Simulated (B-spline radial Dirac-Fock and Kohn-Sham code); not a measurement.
## Elastic scattering of 636 eV electrons by the Sr atom

Model: relativistic (Dirac) partial waves in the static field of the Dirac-Fock atom with Furness-McCarthy exchange, without polarisation or absorption potentials. Program: a radial B-spline solver.

Input file task.json (cfg lists n, l and occupation; rrms is the nuclear radius in fm):

```json
{"items": [{
  "Z": 38,
  "q": 0,
  "cfg": [[1, 0, 2], [2, 0, 2], [2, 1, 6], [3, 0, 2], [3, 1, 6], [3, 2, 10], [4, 0, 2], [4, 1, 6], [5, 0, 2]],
  "A": 88,
  "rrms": 4.224,
  "do": "elastic",
  "energies": [[636.0, 0]],
  "theta": [0, 10, 20, 30, 40, 50, 60, 70, 80, 90, 100, 110, 120, 130, 140, 150, 160, 170, 180]
}]}
```

Command: `python xray2_run.py task.json out`

| θ (°) | dσ/dΩ (a₀²/sr) | Sherman function |
| --- | --- | --- |
| 0 | 300 | 0.000 |
| 10 | 23.7 | 0.000 |
| 20 | 3.28 | 0.001 |
| 30 | 1.10 | 0.005 |
| 40 | 0.519 | 0.005 |
| 50 | 0.266 | -0.006 |
| 60 | 0.154 | -0.026 |
| 70 | 0.115 | -0.029 |
| 80 | 0.115 | -0.005 |
| 90 | 0.118 | 0.023 |
| 100 | 0.0955 | 0.048 |
| 110 | 0.0478 | 0.085 |
| 120 | 0.0109 | 0.097 |
| 130 | 0.0398 | -0.085 |
| 140 | 0.175 | -0.043 |
| 150 | 0.413 | -0.024 |
| 160 | 0.691 | -0.013 |
| 170 | 0.916 | -0.006 |
| 180 | 1.00 | 0.000 |

The total elastic cross section is 13.6 a₀², the first transport cross section 2.56 a₀² and the second, weighted with (3/2) sin²θ, 2.25 a₀². The mean deflection is ⟨1 − cos θ⟩ = 0.188, and 7.8 % of the collisions scatter beyond 90°.

On this grid of angles the cross section has minima near 70°, 120°, from interference among the few low partial waves with large phase shifts.

Values without a named source are computed, but for edge energies of neutral atoms, which are taken from tables.
